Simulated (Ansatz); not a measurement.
Molecule: C$_{4}$H$_{3}$BrSe, net charge 0, singlet state. 
Geometry from a B3LYP-D3(BJ)/def2-TZVP (Ansatz, an electronic-structure program) optimisation:
```xyz
9

Br     1.9902    -0.1937    -0.2145
C      0.1268    -0.4308    -0.0992
C     -0.5461    -1.5961    -0.2781
C     -1.9623    -1.4809    -0.1301
C     -2.4198    -0.2374     0.1642
Se    -1.0217     1.0010     0.2943
H     -0.0468    -2.5254    -0.5118
H     -2.6230    -2.3295    -0.2454
H     -3.4411     0.0705     0.3168
```

Computed values are from Ansatz. Valence correlation only, unless marked. UHF or UKS for open shells. No spin-orbit coupling. Frozen are the shells of the preceding noble gas and the d and f shells that filled before the atom's block. No relativistic terms. Basis-set limits of correlation are two-point, X^-3; Hartree-Fock from the larger set. [CCSD(T)-MP2]/basis is that difference in the basis named.

The Hartree-Fock reference is unstable (checked in the largest basis), which strains HF and MP2. 

Question: What is the total energy at CCSD(T)/CBS(aug-cc-pVTZ,aug-cc-pVQZ)?

Answer: -5126.7441 Eh.

Question: What is the T1 diagnostic at CCSD/aug-cc-pVQZ?

Answer: 0.013.

Question: What is the vertical ionisation energy (to the doublet) at RI-MP2/CBS(aug-cc-pVTZ,aug-cc-pVQZ)+[CCSD(T)-MP2]/aug-cc-pVTZ?

Answer: 8.88 eV.

Question: What is the atomisation energy De at CCSD(T)/CBS(aug-cc-pVTZ,aug-cc-pVQZ)?

Answer: 3777.4 kJ/mol.

Question: What is the dipole moment at CCSD(T)/aug-cc-pVDZ?

Answer: 1.51 D.
